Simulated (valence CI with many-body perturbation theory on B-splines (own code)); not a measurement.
## Level structure of Rb5+

Calculated by configuration interaction combined with many-body perturbation theory (CI+MBPT): four valence electrons over a frozen Dirac-Fock core [Ar] 3d10, radial functions for each j: 11 s, 11 p, 10 d, 8 f, 5 g, 2 h, with the one-electron correlation potential Σ1 (screened to all orders), the two-electron term Σ2, the three-electron term Σ3, Breit, model QED; selected single and double excitations, second order for the rest, scaled by the run's own slope (own B-spline code, finite nucleus).

Set against measurement, 13 paired levels are off by 121 cm⁻¹ on average, the worst by 245. These come from a selection out of Sansonetti, J. Phys. Chem. Ref. Data 35, 301 (2006). Levels without a partner in it may be off by more. Among the levels kept, up to 1100 cm⁻¹ of a level comes from second order outside the variational space, and about a tenth of that is noise between levels of different J, which matters for small intervals.

Levels 91 to 135 of 176, with energies above the lowest level, 4s2 4p2 3P_0. "Leading %" is the weight of the configuration and term that name the level; weights of strongly mixed levels are sums over their largest components and can fall short. In the jj column 3d3/2^4 stands for four electrons in 3d with j = 3/2.

| No. | Configuration | Term | J | E (eV) | Leading % | Leading jj | Second component |
| --- | --- | --- | --- | --- | --- | --- | --- |
| 91 | 4s 4p2 4d | 3S | 1 | 51.445 | 86 | 4s 4p1/2 4p3/2 4d5/2 (27 %) | 5 % 4s 4p2 4d 3D |
| 92 | 4s2 4p 4f | 1D | 2 | 51.614 | 55 | 4s^2 4p3/2 4f7/2 (47 %) | 13 % 4s 4p2 4d 1D |
| 93 | 4s 4p2 4d | 3D | 1 | 51.880 | 78 | 4s 4p3/2^2 4d3/2 (31 %) | 10 % 4s 4p2 4d 1P |
| 94 | 4s2 4p 4f | 1G | 4 | 51.889 | 48 | 4s^2 4p1/2 4f7/2 (48 %) | 26 % 4s2 4p 4f 3G |
| 95 | 4s 4p2 4d | 3D | 2 | 51.970 | 84 | 4s 4p3/2^2 4d3/2 (27 %) |  |
| 96 | 4s2 4p 4f | 3G | 3 | 52.115 | 69 | 4s^2 4p1/2 4f5/2 (40 %) | 17 % 4s 4p2 4d 3G |
| 97 | 4s 4p2 5s | 5P | 1 | 52.575 | 96 | 4s 4p1/2^2 5s (48 %) |  |
| 98 | 4s 4p2 4d | 3D | 3 | 52.635 | 90 | 4s 4p3/2^2 4d5/2 (64 %) |  |
| 99 | 4s2 4p 4f | 3G | 4 | 52.673 | 49 | 4s^2 4p3/2 4f5/2 (74 %) | 30 % 4s2 4p 4f 1G |
| 100 | 4s2 4p 4f | 3G | 5 | 52.868 | 79 | 4s^2 4p3/2 4f7/2 (79 %) | 17 % 4s 4p2 4d 3G |
| 101 | 4s 4p2 4d | 1D | 2 | 53.058 | 60 | 4s 4p3/2^2 4d5/2 (29 %) | 11 % 4s2 4d2 1D |
| 102 | 4s 4p2 5s | 5P | 2 | 53.085 | 95 | 4s 4p1/2 4p3/2 5s (86 %) |  |
| 103 | 4s 4p2 5s | 5P | 3 | 53.697 | 96 | 4s 4p3/2^2 5s (51 %) |  |
| 104 | 4s2 4p 5d | 3F° | 2 | 53.713 | 62 | 4s^2 4p1/2 5d3/2 (93 %) | 30 % 4s2 4p 5d 1D° |
| 105 | 4s2 4p 5d | 3D° | 2 | 53.961 | 42 | 4s^2 4p1/2 5d5/2 (90 %) | 26 % 4s2 4p 5d 3P° |
| 106 | 4s 4p2 5s | 3P | 0 | 53.971 | 93 | 4s 4p1/2^2 5s (51 %) |  |
| 107 | 4s 4p2 4d | 3F | 2 | 53.976 | 46 | 4s 4p1/2 4p3/2 4d3/2 (31 %) | 25 % 4s2 4p 4f 3F |
| 108 | 4s2 4p 5d | 3F° | 3 | 54.021 | 56 | 4s^2 4p1/2 5d5/2 (90 %) | 27 % 4s2 4p 5d 3D° |
| 109 | 4s2 4p 5d | 3D° | 1 | 54.083 | 73 | 4s^2 4p1/2 5d3/2 (87 %) | 11 % 4s2 4p 5d 1P° |
| 110 | 4s 4p2 4d | 3F | 3 | 54.181 | 43 | 4s 4p1/2 4p3/2 4d5/2 (23 %) | 25 % 4s2 4p 4f 3F |
| 111 | 4s 4p2 5s | 3P | 1 | 54.418 | 93 | 4s 4p1/2 4p3/2 5s (81 %) |  |
| 112 | 4s 4p2 4d | 3F | 4 | 54.577 | 56 | 4s 4p3/2^2 4d5/2 (30 %) | 28 % 4s2 4p 4f 3F |
| 113 | 4s 4p2 4d | 1S | 0 | 54.772 | 50 | 4s 4p1/2 4p3/2 4d3/2 (27 %) | 24 % 4p4 1S |
| 114 | 4s2 4p 5d | 1D° | 2 | 54.947 | 39 | 4s^2 4p3/2 5d3/2 (72 %) | 29 % 4s2 4p 5d 3D° |
| 115 | 4s 4p2 5s | 3P | 2 | 55.064 | 83 | 4s 4p1/2 4p3/2 5s (47 %) | 4 % 4s 4p2 4d 1D |
| 116 | 4s2 4p 5d | 3D° | 3 | 55.088 | 63 | 4s^2 4p3/2 5d5/2 (54 %) | 32 % 4s2 4p 5d 3F° |
| 117 | 4s2 4p 5d | 3F° | 4 | 55.100 | 95 | 4s^2 4p3/2 5d5/2 (95 %) |  |
| 118 | 4s 4p2 4d | 1D | 2 | 55.145 | 40 | 4s 4p3/2^2 4d3/2 (21 %) | 12 % 4s2 4p 4f 1D |
| 119 | 4s2 4p 5d | 3P° | 2 | 55.347 | 66 | 4s^2 4p3/2 5d5/2 (68 %) | 23 % 4s2 4p 5d 3D° |
| 120 | 4s 4p2 4d | 1P | 1 | 55.390 | 81 | 4s 4p1/2 4p3/2 4d3/2 (47 %) | 11 % 4s 4p2 4d 3P |
| 121 | 4s2 4p 5d | 3P° | 1 | 55.428 | 75 | 4s^2 4p3/2 5d3/2 (88 %) | 17 % 4s2 4p 5d 3D° |
| 122 | 4s2 4p 5d | 3P° | 0 | 55.526 | 95 | 4s^2 4p3/2 5d3/2 (95 %) |  |
| 123 | 4s 4p2 4d | 3D | 3 | 55.667 | 54 | 4s 4p3/2^2 4d5/2 (24 %) | 27 % 4s2 4p 4f 3D |
| 124 | 4s2 4p 5d | 1F° | 3 | 55.739 | 83 | 4s^2 4p3/2 5d3/2 (50 %) | 7 % 4s2 4p 5d 3F° |
| 125 | 4s2 4p 5d | 1P° | 1 | 55.988 | 80 | 4s^2 4p3/2 5d5/2 (87 %) | 10 % 4s2 4p 5d 3P° |
| 126 | 4s 4p2 4d | 3D | 2 | 56.002 | 47 | 4s 4p3/2^2 4d3/2 (29 %) | 27 % 4s2 4p 4f 3D |
| 127 | 4s 4p2 4d | 3P | 2 | 56.186 | 68 | 4s 4p3/2^2 4d5/2 (35 %) | 6 % 4p4 3P |
| 128 | 4s 4p2 4d | 3D | 1 | 56.212 | 60 | 4s 4p3/2^2 4d3/2 (44 %) | 31 % 4s2 4p 4f 3D |
| 129 | 4s 4p2 4d | 3P | 1 | 56.485 | 72 | 4s 4p3/2^2 4d5/2 (36 %) | 14 % 4s 4p2 4d 1P |
| 130 | 4s 4p2 4d | 3P | 0 | 56.577 | 78 | 4s 4p3/2^2 4d3/2 (55 %) | 8 % 4p4 3P |
| 131 | 4s2 4p 6s | 3P° | 0 | 56.893 | 96 | 4s^2 4p1/2 6s (96 %) |  |
| 132 | 4s2 4p 6s | 3P° | 1 | 56.945 | 69 | 4s^2 4p1/2 6s (96 %) | 27 % 4s2 4p 6s 1P° |
| 133 | 4s 4p2 5s | 3D | 1 | 57.419 | 85 | 4s 4p1/2 4p3/2 5s (62 %) | 7 % 4s2 4d 5s 3D |
| 134 | 4s 4p2 5s | 3D | 2 | 57.505 | 84 | 4s 4p1/2 4p3/2 5s (55 %) | 7 % 4s2 4d 5s 3D |
| 135 | 4s 4p2 5s | 3D | 3 | 57.607 | 85 | 4s 4p1/2 4p3/2 5s (45 %) | 7 % 4s2 4d 5s 3D |

Names give the largest LS component (configuration and term), which can be under half, so a name can repeat, a term be missing and a line seem to break the LS rules; names also repeat where a configuration has a term twice.

Where two levels of one J and parity lie close, their mixing, g and order are uncertain.
